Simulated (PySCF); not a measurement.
# Finite-field polarisability of Al (aluminium, neutral)

[Ne] 3s2 3p1, 2P determinant. All numbers are calculated (PySCF 2.14, the spin-free X2C one-electron Hamiltonian (Gaussian nucleus), in aug-cc-pVDZ-DK). Frozen: [Ne]. Energy changes in a uniform field (μhartree):

| axis | F (au) | HF | MP2 | CCSD | CCSD(T) |
| --- | --- | --- | --- | --- | --- |
| x | 0.002 | -101.556 | -98.965 | -95.619 | -95.590 |
| x | 0.004 | -406.298 | -395.929 | -382.552 | -382.438 |
| y | 0.0016 | -101.225 | -99.372 | -95.671 | -95.625 |
| y | 0.0032 | -405.884 | -398.451 | -383.612 | -383.425 |

By symmetry the remaining axis equals x.

Problem. Derive α along x at CCSD(T) from the two fields.

Solution. With ΔE = −αF²/2 − γF⁴/24, α = −(16 ΔE(F) − ΔE(2F))/(6F²) = 47.79 bohr³.

Problem. And the mean polarisability at each level?

Solution. The components xx, yy, zz at CCSD(T) are 47.79, 74.65, 47.79, the third axis being equal by symmetry to one of the two computed. Means: HF 60.19, MP2 58.84, CCSD 56.76, CCSD(T) 56.74 bohr³. Reference: 57.8 ± 1 bohr³ (recommended; Schwerdtfeger and Nagle, table of static dipole polarizabilities (2023 update)).

A double-zeta set is small for polarisabilities.
